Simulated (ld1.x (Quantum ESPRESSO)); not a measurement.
# What one change does to a pseudopotential (platinum, ultrasoft)

ld1.x (Quantum ESPRESSO) 7.5 input, shortened:

```
&input
   title='Pt', zed=78., rel=1, dft='PBE', iswitch=3,
   config='[Xe] 4f14 5d9 6s1 6p0'
 /
 &inputp
   pseudotype=3, tm=.true., lloc=-2, rcloc=1.25,
   nlcc=.false.,
   which_augfun='PSQ', rmatch_augfun_nc=.true.
 /
6
5S  1  0   2.00   0.00  1.20  1.50  0.0
6S  2  0   1.00   0.00  1.20  1.50  0.0
5P  2  1   6.00   0.00  1.45  1.65  0.0
6P  3  1   0.00   0.00  1.45  1.65  0.0
5D  3  2   9.00   0.00  1.15  1.25  0.0
5D  3  2   0.00  -0.10  1.15  1.25  0.0
 &test
   configts(1)='5s2 5p6 5d9 6s1 6p0'
 /
```

All-electron outer shells of the reference configuration (PBE, scalar-relativistic, ld1.x):

```csv
shell,level (eV),outermost node (bohr),outermost maximum (bohr)
4d,-306.83,0.20,0.42
5s,-101.82,0.49,0.87
4f,-70.08,–,0.38
5p,-56.02,0.53,0.98
5d,-6.14,0.57,1.26
6s,-5.66,1.14,2.38
6p,-0.84,1.36,3.69
```

Change: local potential all-electron potential smoothed inside 1.60 bohr (lloc = -2).

Cutoffs: the cutoffs (Ry, on a coarse ladder) from which the occupation-weighted sum of valence levels, in a spherical-Bessel basis at the reference potential, stays within 10 and 1 mRy of its value at 400 Ry; they do not see the model core or the augmentation charge, which bear on the density cutoff. Errors are all-electron minus pseudo energies relative to the spin-unpolarised reference configuration.

**Question.** How do hardness, ghosts and transferability respond?

**Answer.** The potential gets neither clearly harder nor softer (70 Ry and 120 Ry → 70 Ry and 120 Ry); the d channel sets the loose cutoff, while the largest relative change is in s, which becomes softer; of the 7 tests that both files solve, the error grows in 1 and shrinks in 0 by more than 15 % and 0.3 meV (median size 2.4 → 2.3 meV); the range in which the s phases agree widens (upper end 1.3 → at the end of the scan); the range in which the p phases agree narrows (upper end at the end of the scan → 3.7); neither file shows a bound ghost.

| quantity | base | changed |
| --- | --- | --- |
| cutoff, loose | 70 Ry | 70 Ry |
| cutoff, tight | 120 Ry | 120 Ry |
| loose cutoff by channel (10 mRy a level) | s 30 Ry, p 25 Ry, d 45 Ry | s 25 Ry, p 25 Ry, d 45 Ry |
| bound ghosts | none | none |
| error for 5s2 5p6 5d9 6s0 6p0, meV [ΔE 9.19 eV] | +1.2 | +1.0 |
| error for 5s2 5p6 5d8 6s0 6p0, meV [ΔE 29.16 eV] | -2.0 | -2.3 |
| error for 5s2 5p6 5d7 6s0 6p0, meV [ΔE 61.38 eV] | -7.7 | -8.6 |
| error for 5s2 5p6 5d8 6s2 6p0, meV [ΔE 1.00 eV] | +27 | +26 |
| error for 5s2 5p6 5d10 6s0 6p0, meV [ΔE -0.02 eV] | +2.4 | +2.3 |
| error for 5s2 5p6 5d6 6s0 6p0, meV [ΔE 107.03 eV] | -14 | -18 |
| error for 5s2 5p6 5d9.5 6s0.5 6p0, meV [ΔE -0.12 eV] | -0.2 | -0.2 |
| s: phases at 1.80 bohr within 0.05 rad from the reference energy up to (Ry; the scan ends near 5) | 1.3 | to the end of the scan |
| p: phases at 1.80 bohr within 0.05 rad from the reference energy up to (Ry; the scan ends near 5) | to the end of the scan | 3.7 |
| d: phases at 1.80 bohr within 0.05 rad from the reference energy up to (Ry; the scan ends near 5) | to the end of the scan | to the end of the scan |
| lowest overlap eigenvalue by channel | s 0.21, p 0.08, d 0.81 | s 0.11, p 0.12, d 0.78 |
